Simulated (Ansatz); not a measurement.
Abridged output of a molecular run in Ansatz:

```
Functional definition: HF
1540 factors; integrals over basis functions are off by at most 8.6e-4 eV
mean field evaluation 1: about -73152.0603 eV, gradient 4.0e1 eV
mean field evaluation 2: about -73152.3491 eV, gradient 4.0e1 eV
mean field evaluation 4: about -73156.0140 eV, gradient 4.8e0 eV
mean field evaluation 8: about -73156.0888 eV, gradient 3.3e-1 eV
mean field evaluation 16: about -73156.0894 eV, gradient 1.5e-6 eV
mean field -73156.08935119 eV, -2688.4366966780 hartree, gradient 1.5e-6 eV, S^2 0.000000; 0 other end points of the search recorded, 0 dependent functions left out
17 core orbitals not correlated: weight in the atoms' cores, before any rotation towards them, 1.000 or more for the frozen orbitals, at most 0.000 for the correlated occupied ones
reference -73156.08935119 eV, -2688.4366966780 hartree; 20, 20 occupied and 216, 216 virtual orbitals, 1540 factors
second order -27.67108811 eV of doubles, -0.00000000 eV of singles
cycle   1  -27.67811345 eV  change   -7.0e-3 eV  update   1.2e-1
cycle   2  -28.43899342 eV  change   -7.6e-1 eV  update   3.6e-2
cycle   3  -28.59386308 eV  change   -1.5e-1 eV  update   1.9e-2
cycle   4  -28.57850166 eV  change    1.5e-2 eV  update   4.5e-3
cycle   5  -28.57661787 eV  change    1.9e-3 eV  update   2.4e-3
cycle   6  -28.57797269 eV  change   -1.4e-3 eV  update   8.1e-4
cycle   7  -28.57765413 eV  change    3.2e-4 eV  update   3.6e-4
cycle   8  -28.57761902 eV  change    3.5e-5 eV  update   1.0e-4
cycle   9  -28.57766198 eV  change   -4.3e-5 eV  update   4.1e-5
perturbative correction -1.22103950 eV, -0.0448723739 hartree
Total energy: -73185.88805267 eV, -2689.5317787591 hartree
```

Its atoms:

Cartesian coordinates in Å:
```
Cl 1.376 -2.052 0.249
C 0.798 -0.375 0.654
C 0.555 0.427 -0.634
Ge -1.339 0.259 -0.157
O -0.439 -0.413 1.287
H 1.572 0.014 1.318
H 0.921 1.451 -0.556
H 0.921 -0.034 -1.546
H -2.140 1.510 0.230
H -2.225 -0.789 -0.845
```

(1) Which basis set was used?
A. def2-TZVPPD
B. cc-pV(Q+d)Z
C. def2-SVP
D. def2-TZVPP

(2) Write the keys of the input that set method, charge and spin (a neutral closed shell needs none for the last two).

Results:

(1) D. It gives 253 functions.

(2) 
```yaml
correlation: {method: ccsd_t}
```
